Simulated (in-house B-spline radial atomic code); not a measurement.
Atomic self-consistent-field run: neutral selenium (an excited or competing configuration). Method: Dirac-Hartree-Fock, average of the jj configuration, Fermi nucleus of rms radius 4.14 fm. Calculated with a B-spline radial code for spherical atoms.

In the input, a minus or plus after the letter marks the j = l - 1/2 or j = l + 1/2 subshell.

Command:
```bash
python run_scf.py task.json out
```
Settings (nuclear radius in fm, mass in u):
```
Z                34
configuration    1s2 2s2 2p6 3s2 3p6 3d10 4s2 4p-2 4p+1 8g-1
hamiltonian      dirac
method           hf
spin_polarised   False
nucleus          fermi
rms_radius       4.14
atomic_mass      79.91652
speed_of_light   137.035999084
```

Output (hartree, bohr):
```
 radial grid: 95 intervals, B-splines of order 8, outer radius 245.7 bohr

 iter        energy (Eh)    residual
    1      -2427.6557872    4.63e-01
    2      -2428.1239756    7.29e-02
    3      -2428.2343391    1.57e-02
    4      -2428.2379379    6.06e-03
    5      -2428.2385140    1.26e-03
    6      -2428.2385719    5.38e-04
    7      -2428.2385827    1.31e-04
    8      -2428.2385837    9.29e-06
    9      -2428.2385837    9.19e-07
   10      -2428.2385837    4.04e-08

 total energy                    -2428.238584
 kinetic                           2487.52539
 electron-nucleus                 -5854.82849
 electron-electron                  939.06451

 first-order corrections (not in the total)
   Gaunt                            1.29364
   retardation                     -0.12229
   frequency dependence            -0.00532
   self-energy                      0.86625
   Uehling                         -0.08602
   Wichmann-Kroll                   0.00087
   recoil                           0.01219

 orbital      occ     eigenvalue          <r>       <r^2>       <1/r>       <r^4>     <1/r^3>       r_max    small
 1s1/2      2.000     -468.73839     0.044063   0.0026143     34.5656  1.7646e-05           -      0.0288  1.52e-02
 2s1/2      2.000      -62.73905     0.195021   0.0449216     7.71423  0.00350849           -      0.1642  3.00e-03
 2p1/2      2.000      -56.08563     0.168501    0.034859     7.64557  0.00246238           -      0.1297  2.97e-03
 2p3/2      4.000      -54.52951     0.172258   0.0363043     7.41197  0.00265047     1173.86      0.1328  2.90e-03
 3s1/2      2.000       -9.58938     0.570976    0.374802     2.50297    0.222695           -      0.5014  7.06e-04
 3p1/2      2.000       -7.25634     0.580447    0.394513     2.37799     0.26338           -      0.4954  6.53e-04
 3p3/2      4.000       -7.01430     0.591274    0.409358     2.32087    0.284162     165.265       0.504  6.35e-04
 3d3/2      4.000       -2.98910     0.622565    0.480954     2.04328    0.505685     20.2115      0.4547  5.13e-04
 3d5/2      6.000       -2.94951     0.625295    0.484246     2.03105    0.507091     19.6318      0.4575  5.09e-04
 4s1/2      2.000       -1.18130       1.7797      3.6139    0.732258     20.8129           -       1.511  9.03e-05
 4p1/2      2.000       -0.71755       2.1193     5.18492    0.608361     44.9118           -       1.746  6.45e-05
 4p3/2      1.000       -0.72226      2.14108     5.28272    0.601041     46.2636     11.2283       1.773  6.37e-05
 8g7/2      1.000       -0.00781      85.9991     8351.84   0.0156254  9.2249e+07 2.17086e-05        97.7  2.08e-07
```

Cost of the run: 7.3 s on 1 thread of Arm Neoverse V1, on a shared host.

For the Dirac Hamiltonian the kinetic term is c α·p + (β - 1)c².

8g7/2 reaches the box edge.
